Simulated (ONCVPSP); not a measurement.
## neon: one change to an ONCV potential, before and after

Ne (Z = 10), optimised norm-conserving Vanderbilt (ONCV), made with ONCVPSP 4.0.1 (PBE, scalar-relativistic). Core [He], reference 2s2 2p6. Waves: 2s: rc 0.50 bohr, ncon 5, nbas 9, qcut 12 1/bohr, 3 projectors, debl 1.9 Ha; 2p: rc 1.55 bohr, ncon 3, nbas 6, qcut 7.4 1/bohr, 2 projectors, debl 0.9 Ha; d scattering state at 0.24 Ha: rc 1.60 bohr, ncon 4, nbas 8, qcut 7 1/bohr, 1 projector. Local part: polynomial inside 0.40 bohr (lpopt 5, dvloc0 1 Ha). Core correction: Teter function, fcfact 4.75, rcfact 1.7.

Change: all radii but the core radius scaled by about 1.17 (s 0.58, p 1.82, d 1.88 bohr); local potential polynomial inside 0.46 bohr (lpopt 5, dvloc0 1 Ha).

Cutoffs: the cutoffs (Ha) at which the residual kinetic energy of the hardest occupied pseudo-wave falls to 1 and 0.1 mHa per electron; they do not see the model core or the augmentation charge, which bear on the density cutoff. Errors are all-electron minus pseudo energies relative to the spin-unpolarised reference configuration.

**Question.** What does the change do?

**Answer.** The potential gets softer (765 Ha and 920 Ha → 71 Ha and 203 Ha); both files keep a bound ghost (s); of the 4 tests that both files solve, the error grows in 4 and shrinks in 0 by more than 15 % and 0.3 meV (median size 631.8 → 924.1 meV). A larger radius leaves more room for a smooth pseudo-wave, so fewer plane waves are needed. More of the atom is replaced by a form fitted at one configuration, so other configurations suffer.

| quantity | base | changed |
| --- | --- | --- |
| cutoff, loose | 765 Ha | 71 Ha |
| cutoff, tight | 920 Ha | 203 Ha |
| loose cutoff by channel | s 765 Ha, p 24 Ha | s 71 Ha, p 21 Ha |
| bound ghosts | s | s |
| GHOST(+) flags under 300 eV | d at 63.1 eV | d at 61.9 eV |
| error for 2s2 2p5, meV [ΔE 22.48 eV] | +158 | +248 |
| error for 2s2 2p4, meV [ΔE 65.74 eV] | +1067 | +1581 |
| error for 2s2 2p3, meV [ΔE 133.17 eV] | +3565 | +5061 |
| error for 2s1 2p6, meV [ΔE 45.88 eV] | -197 | -267 |
| rms error of d²Exc/dni dnj with the model core, mHa | 2.28 | 2.42 |

 A true bound ghost makes a file unfit for plane-wave use even where its test errors are small: the radial tests pick states by their node count and pass the ghost by.
